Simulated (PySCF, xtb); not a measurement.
Te(SeH)2 (H2Se2Te), SMILES [SeH][Te][SeH].

GFN2-xTB (xtb) at its own geometry gives an orbital gap of 3.59 eV and a dipole moment of 1.86 D.

Coordinates come from a B3LYP-D3(BJ)/def2-SVP optimisation. This is a generated structure with no PubChem entry under its InChIKey; it may be hypothetical. The def2 effective core potentials stand for the cores of Te; spin–orbit coupling is left out. The values are those of a single conformer.

Question: What does CAM-B3LYP/def2-TZVPD (PySCF) give? (Estimate from the structure and the level; the computed values follow.)

Answer: gap 6.62 eV (levels -8.03 and -1.42 eV), dipole 0.35 D.
